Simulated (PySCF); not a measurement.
## Spinor energies of Tm⁴²⁺ (thulium, charge +42)

Start: [Ar] 3d9; 3d3/2 filled at m_j = -3/2, -1/2, +1/2, +3/2; 3d5/2 filled at m_j = -3/2, -1/2, +1/2, +3/2, +5/2. Calculated with PySCF 2.14 in an even-tempered Gaussian basis (16 s from 9.4 bohr⁻², ratio 2.8; 13 p from 12 bohr⁻², ratio 2.8; 8 d from 12 bohr⁻², ratio 2.8; 3 f from 46 bohr⁻², ratio 3): generalised Hartree-Fock with the X2C-1e Hamiltonian and a Gaussian nucleus; one run each with spin-orbit coupling (SO) switched off, then screened by Boettger's factors.

```
spinor shell  electrons  ε, spin-free (eV)  ε, screened SO (eV)  weight of nominal j (screened SO)  rms radius, screened SO (bohr)
       1s1/2          2           -61776.0             -61761.7                              1.000                          0.0227
       2s1/2          2           -12231.5             -12226.8                              1.000                          0.0916
       2p1/2          2           -11042.9             -11744.0                              1.000                          0.0781
       3s1/2          2            -4239.6              -4238.3                              1.000                           0.230
       3p1/2          2            -3869.9              -4032.0                              1.000                           0.221
       3p3/2          4            -3869.9              -3801.1                              1.000                           0.234
       3d3/2          4            -3439.7              -3469.5                              0.995                           0.205
       3d5/2          5            -3439.7              -3418.7                              0.996                           0.209
```

Task: Where does 2p3/2 lie, and what is the 2p spin-orbit splitting (screened SO)?

Result: At -10749.8 eV, 994.20 eV above 2p1/2.

```tsv
quantity	spin-free	screened SO
E (hartree)	-12351.24408	-12363.52348
M_J	5/2	5/2
⟨J²⟩	8.750	8.750
⟨L²⟩	6.000	6.044
⟨S²⟩	0.750	0.794
```

Each row is a mean over spinors that exchange with the open shell spreads, by up to 24.953 eV (3p3/2).

Breit and QED terms are absent; they matter most for the inner s and p1/2 levels.

Densities and radii are taken from the X2C orbitals without a picture-change correction, which distorts them close to the nucleus.

Without spin-orbit coupling the j labels of p, d and f shells carry no meaning; the spin-free column gives the mean over the occupied spinors of each nl shell.
